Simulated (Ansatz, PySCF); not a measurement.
tert-butyl 2-methylpropanoate (C8H16O2), SMILES CC(C)C(=O)OC(C)(C)C.

Geometry optimised at B3LYP-D3(BJ)/def2-SVP. Other conformers were not sampled.

Vertical ionisation energy (IE) and electron affinity (EA) in eV. Rows of orbital energies are one-electron estimates. Where ΔSCF, EOM or ADC give a negative EA the extra electron is unbound and the value depends on the basis.

```
level                                                                 IE     EA
------------------------------------------------------------------  ----  -----
−ε(HOMO), −ε(LUMO), r2SCAN/def2-SVP (PySCF)                         6.09   0.32
−ε(HOMO), −ε(LUMO), PBE/def2-SVP (PySCF)                            5.71   0.53
ΔSCF, PBE/def2-SVPD (Ansatz), final states of multiplicity 2 and 2  9.01  -1.24
```

Question: What vertical singlet–triplet gap does ΔSCF give with PBE/def2-SVPD (Ansatz, a first-principles code)? (The exact figures need the calculation; the answer reports its results.)

Answer: 5.06 eV (triplet above singlet where positive).
